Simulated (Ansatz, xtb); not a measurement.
## BClH9NSi3: which of two isomers lies lower

We compare I, `[SiH3][SiH2]N([SiH3])BCl`, a singlet, with II, `BN([SiH2][SiH3])[SiH2]Cl`, a singlet. Both are isolated molecules in the gas phase, relaxed with PBE0-D4/def2-SVP, each in the lowest conformer that the search found.

I (Å):

| atom | x (Å) | y (Å) | z (Å) |
| --- | --- | --- | --- |
| B | 0.9904 | 0.1727 | 1.5985 |
| Cl | -0.5279 | -0.6904 | 1.9518 |
| N | 1.1429 | 0.8093 | 0.3585 |
| Si | -2.1796 | 1.6248 | -0.0701 |
| Si | -0.1568 | 0.7335 | -0.8711 |
| Si | 2.6285 | 1.6975 | -0.0261 |
| H | -3.1515 | 0.5458 | 0.2738 |
| H | -2.7870 | 2.4962 | -1.1254 |
| H | -1.9018 | 2.4632 | 1.1357 |
| H | -0.3165 | -0.6673 | -1.3627 |
| H | 0.3641 | 1.5646 | -2.0030 |
| H | 3.2788 | 1.0971 | -1.2279 |
| H | 2.2967 | 3.1214 | -0.3272 |
| H | 3.5427 | 1.6212 | 1.1463 |
| H | 1.8335 | 0.1716 | 2.4586 |

II (Å):

```yaml
atoms:
  - { symbol: B, position_ang: [-0.4659, 0.8233, -1.7447] }
  - { symbol: Cl, position_ang: [0.1815, 1.7742, 2.2779] }
  - { symbol: N, position_ang: [0.3476, 0.6321, -0.6027] }
  - { symbol: Si, position_ang: [0.7196, -1.0405, -0.0865] }
  - { symbol: Si, position_ang: [-1.1598, -1.9717, 0.9601] }
  - { symbol: Si, position_ang: [0.9060, 1.9929, 0.3480] }
  - { symbol: H, position_ang: [-0.7722, 1.9402, -2.0975] }
  - { symbol: H, position_ang: [-0.8509, -0.1434, -2.3673] }
  - { symbol: H, position_ang: [1.1346, -1.8302, -1.2824] }
  - { symbol: H, position_ang: [1.8715, -0.9615, 0.8644] }
  - { symbol: H, position_ang: [-1.4742, -1.2071, 2.2035] }
  - { symbol: H, position_ang: [-0.9064, -3.4043, 1.3082] }
  - { symbol: H, position_ang: [-2.3263, -1.8960, 0.0276] }
  - { symbol: H, position_ang: [0.3835, 3.2541, -0.2302] }
  - { symbol: H, position_ang: [2.3896, 1.9875, 0.4509] }
```

Quicker runs give these differences E(II) − E(I): GFN2-xTB −2.33 kJ/mol; HF/STO-3G −9.12 kJ/mol (at GFN2-xTB geometries); r2SCAN-D4/def2-SVP +5.53 kJ/mol (at GFN2-xTB geometries).

Task: Estimate E(II) − E(I) at the level CCSD(T)/def2-SVP + ΔMP2/def2-TZVPP.

Result: CCSD(T)/def2-SVP + ΔMP2/def2-TZVPP gives E(II) − E(I) = −6.64 kJ/mol, favouring structure II, but this leans on the basis-set step: CCSD(T) alone gives +11.56 kJ/mol.

Level by level:

```json
{"level": "GFN2-xTB", "geometry": "GFN2-xTB", "E(II) − E(I) (kJ/mol)": "−2.33", "departure from the last row (kJ/mol)": "+4.31", "job, with rough time for the two": "optimisation, 1.4 s"}
{"level": "HF/STO-3G", "geometry": "GFN2-xTB", "E(II) − E(I) (kJ/mol)": "−9.12", "departure from the last row (kJ/mol)": "−2.47", "job, with rough time for the two": "single point, 0.75 s"}
{"level": "r2SCAN-D4/def2-SVP", "geometry": "GFN2-xTB", "E(II) − E(I) (kJ/mol)": "+5.53", "departure from the last row (kJ/mol)": "+12.17", "job, with rough time for the two": "single point, 9.6 s"}
{"level": "PBE0-D4/def2-SVP", "geometry": "PBE0-D4/def2-SVP", "E(II) − E(I) (kJ/mol)": "+8.63", "departure from the last row (kJ/mol)": "+15.27", "job, with rough time for the two": "optimisation, 3.3 min"}
{"level": "HF/def2-SVP", "geometry": "PBE0-D4/def2-SVP", "E(II) − E(I) (kJ/mol)": "−4.05", "departure from the last row (kJ/mol)": "+2.59", "job, with rough time for the two": "part of the CCSD(T) run"}
{"level": "MP2/def2-SVP", "geometry": "PBE0-D4/def2-SVP", "E(II) − E(I) (kJ/mol)": "+10.74", "departure from the last row (kJ/mol)": "+17.38", "job, with rough time for the two": "part of the CCSD(T) run"}
{"level": "CCSD(T)/def2-SVP", "geometry": "PBE0-D4/def2-SVP", "E(II) − E(I) (kJ/mol)": "+11.56", "departure from the last row (kJ/mol)": "+18.20", "job, with rough time for the two": "single point"}
{"level": "CCSD(T)/def2-SVP + ΔMP2/def2-TZVPP", "geometry": "PBE0-D4/def2-SVP", "E(II) − E(I) (kJ/mol)": "−6.64", "departure from the last row (kJ/mol)": "", "job, with rough time for the two": "single point, 2 min"}
```

As drawn, II has 1 Cl–Si, 1 B–H in place of 1 B–Cl, 1 Si–H.

r2SCAN-D4/def2-SVP, PBE0-D4/def2-SVP, MP2/def2-SVP, CCSD(T)/def2-SVP put the two in the other order. The largest departure from CCSD(T)/def2-SVP + ΔMP2/def2-TZVPP is that of CCSD(T)/def2-SVP, 18.20 kJ/mol. The last row adds to CCSD(T) the change of the MP2 difference between the two basis sets, here −18.20 kJ/mol, a large step that makes the value less sure.

With thermal terms from frequencies at re-optimised GFN2-xTB minima (ideal gas, soft modes damped towards free rotors, one conformer each, 298.15 K, 1 atm): the zero-point term adds +2.34 kJ/mol; ΔH is −3.92 and ΔG −4.18 kJ/mol.

The correlated steps freeze 22 core orbitals. Programs: Ansatz 0.2.0, xtb 6.7.1; the last row on 2 threads of Arm Neoverse V2 on a shared host.
